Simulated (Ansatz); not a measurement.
Reaction (redistribution): `N[SiH](Br)C=O` + `[CH3][Ga]([CH3])[F]` → `N[SiH](F)Br` + `[CH3][Ga]([CH3])[CH]=O`

Program: Ansatz. Geometries: PBE0-D4/def2-TZVP. ΔE: electronic, gas phase. CCSD(T)/CBS is the MP2 limit (def2-TZVPP, def2-QZVPP) plus CCSD(T) − MP2 in def2-TZVPP, frozen cores. Functionals use def2-TZVPP. For Br, Ga outer-core shells are correlated without core-valence functions, which leaves a few kJ/mol of doubt a bond. Scalar relativity is left out up to krypton. Each species was taken in one conformer, which may not be the lowest.

| level | ΔE (kJ/mol) |
| --- | --- |
| ωB97X-V | -22.5 |
| HF/def2-QZVPP | -30.1 |

**Question.** What does CCSD(T)/CBS give? (An estimate is asked.)

**Answer.** Computed: -29.0 kJ/mol. The listed levels differ from it by 6.5, -1.1 kJ/mol.

Largest T1 diagnostic among the species: 0.014.

From PBE to PBE0 (25 % exact exchange), in def2-TZVPP and without D4, ΔE moves by −4.2 kJ/mol.
